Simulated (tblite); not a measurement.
C3H13GeNSi.
SMILES with atom numbers: `[CH3:1][CH2:2][Ge@H:3]([NH2:4])[CH2:5][SiH3:6]` (hydrogens: H7, H8, H9 on C1; H10, H11 on C2; H12 on Ge3; H13, H14 on N4; H15, H16 on C5; H17, H18, H19 on Si6)

Computed with GFN2-xTB (tblite), gas phase: L-BFGS steps from a force-field or distance-geometry start until the largest atomic force falls under 0.01 eV/Å.

Step 1: E = -533.5115 eV
```
atom  x, y, z in Å  |  force x, y, z in eV/Å
C1     -1.8747    1.1292   -0.1692   -0.043   0.060  -0.107
C2     -0.9651    0.3447   -1.1135   -0.140   0.019   0.146
Ge3     0.0556   -1.0107   -0.1119   -0.030  -0.183  -0.068
N4     -1.1209   -2.2596    0.6039    0.366  -0.032  -0.364
C5      1.0750   -0.1883    1.3439    0.107   0.037   0.070
Si6     2.2886    1.0573    0.6107    0.243   0.146   0.038
H7     -1.2766    1.6690    0.5790   -0.254  -0.212  -0.214
H8     -2.4485    1.8627   -0.7455   -0.010  -0.098   0.229
H9     -2.5667    0.4435    0.3415    0.257   0.318  -0.135
H10    -1.5713   -0.1639   -1.8710    0.122   0.262  -0.019
H11    -0.2614    1.0279   -1.6029   -0.249  -0.182  -0.066
H12     1.0130   -1.7267   -1.0801    0.042   0.023   0.025
H13    -1.6254   -2.6964   -0.1668   -0.021  -0.081   0.366
H14    -0.5571   -2.9790    1.0541   -0.383  -0.020  -0.015
H15     0.3944    0.3311    2.0254    0.160  -0.319   0.005
H16     1.6290   -0.9634    1.8780   -0.184   0.182   0.143
H17     3.0984    1.6166    1.7016   -0.015  -0.011  -0.054
H18     3.1566    0.3760   -0.3574   -0.018   0.077   0.026
H19     1.5471    2.1393   -0.0447    0.051   0.016  -0.005
```

Step 2: E = -533.5367 eV
```
atom  x, y, z in Å  |  force x, y, z in eV/Å
C1     -1.8769    1.1313   -0.1712    0.112  -0.049  -0.136
C2     -0.9677    0.3448   -1.1110   -0.091  -0.012   0.143
Ge3     0.0548   -1.0148   -0.1139    0.075  -0.038  -0.019
N4     -1.1120   -2.2627    0.5962    0.217   0.293  -0.242
C5      1.0770   -0.1880    1.3471    0.138   0.079  -0.239
Si6     2.2947    1.0611    0.6113    0.041   0.034   0.029
H7     -1.2824    1.6641    0.5740   -0.112  -0.079  -0.064
H8     -2.4482    1.8598   -0.7399   -0.135   0.076   0.063
H9     -2.5605    0.4510    0.3382    0.057   0.128  -0.013
H10    -1.5683   -0.1579   -1.8711    0.029   0.172  -0.079
H11    -0.2672    1.0237   -1.6042   -0.156  -0.108  -0.072
H12     1.0139   -1.7262   -1.0795    0.060   0.018  -0.005
H13    -1.6254   -2.6977   -0.1580   -0.190  -0.196   0.101
H14    -0.5668   -2.9777    1.0528   -0.141  -0.279   0.174
H15     0.3985    0.3237    2.0249    0.019  -0.181   0.120
H16     1.6245   -0.9587    1.8807   -0.057   0.030   0.215
H17     3.0979    1.6162    1.7002    0.056   0.039   0.029
H18     3.1561    0.3777   -0.3567    0.019   0.056  -0.005
H19     1.5482    2.1396   -0.0448    0.058   0.016  -0.001
```

Step 3: E = -533.5531 eV
```
atom  x, y, z in Å  |  force x, y, z in eV/Å
C1     -1.8768    1.1321   -0.1748    0.095  -0.051  -0.103
C2     -0.9705    0.3444   -1.1072   -0.010  -0.061   0.042
Ge3     0.0558   -1.0179   -0.1158    0.169   0.088  -0.039
N4     -1.1020   -2.2601    0.5874    0.106   0.161  -0.112
C5      1.0806   -0.1866    1.3451    0.100   0.048  -0.258
Si6     2.2995    1.0643    0.6121   -0.054  -0.011   0.009
H7     -1.2879    1.6596    0.5698    0.021   0.036   0.056
H8     -2.4505    1.8595   -0.7353   -0.177   0.155  -0.043
H9     -2.5557    0.4579    0.3360   -0.090  -0.023   0.070
H10    -1.5660   -0.1509   -1.8727   -0.045   0.084  -0.106
H11    -0.2738    1.0189   -1.6063   -0.063  -0.038  -0.069
H12     1.0156   -1.7255   -1.0792    0.077   0.016  -0.033
H13    -1.6290   -2.7021   -0.1507   -0.224  -0.167   0.020
H14    -0.5760   -2.9815    1.0550   -0.091  -0.245   0.200
H15     0.4015    0.3156    2.0267   -0.031  -0.099   0.119
H16     1.6206   -0.9551    1.8863    0.013  -0.027   0.192
H17     3.0987    1.6167    1.6999    0.098   0.068   0.081
H18     3.1562    0.3799   -0.3564    0.047   0.043  -0.027
H19     1.5500    2.1401   -0.0448    0.059   0.023   0.000
```

Task: Estimate the geometry and energy of step 4. (The exact step hangs on the optimiser's Hessian estimate; all steps are aligned on step 3, rigid shifts and turns removed.)

Result: E = -533.5655 eV, largest force 0.238 eV/Å
```
atom  x, y, z in Å  |  force x, y, z in eV/Å
C1     -1.8760    1.1324   -0.1796   -0.016   0.003  -0.003
C2     -0.9727    0.3426   -1.1039    0.042  -0.072  -0.094
Ge3     0.0601   -1.0186   -0.1186    0.193   0.120  -0.070
N4     -1.0910   -2.2574    0.5779   -0.004  -0.082  -0.018
C5      1.0853   -0.1850    1.3399    0.032  -0.022  -0.079
Si6     2.3030    1.0673    0.6127   -0.055  -0.011   0.006
H7     -1.2921    1.6566    0.5674    0.103   0.104   0.106
H8     -2.4556    1.8618   -0.7319   -0.139   0.140  -0.086
H9     -2.5532    0.4634    0.3354   -0.160  -0.103   0.095
H10    -1.5649   -0.1433   -1.8760   -0.095  -0.004  -0.106
H11    -0.2807    1.0141   -1.6094    0.028   0.025  -0.062
H12     1.0186   -1.7246   -1.0796    0.100   0.018  -0.064
H13    -1.6361   -2.7084   -0.1432   -0.178  -0.071   0.022
H14    -0.5869   -2.9879    1.0600   -0.086  -0.120   0.165
H15     0.4040    0.3064    2.0300   -0.026  -0.049   0.039
H16     1.6173   -0.9521    1.8944    0.045  -0.021   0.100
H17     3.1012    1.6184    1.7012    0.104   0.072   0.087
H18     3.1572    0.3826   -0.3566    0.062   0.037  -0.035
H19     1.5528    2.1411   -0.0449    0.052   0.037  -0.003
```

The energy changes by -0.0124 eV. The first-order estimate −F·Δx gives -0.0182 eV and the mean of the old and new forces, exact on a quadratic surface, -0.0123 eV. The step makes an angle of 46° with the force vector and moves no atom by more than 0.015 Å.

What follows is the cost of the whole relaxation. Time: 0.77 s of wall time. Hardware: one thread of an Arm Neoverse N1, shared host with 64 logical CPUs at a one-minute load of 60.
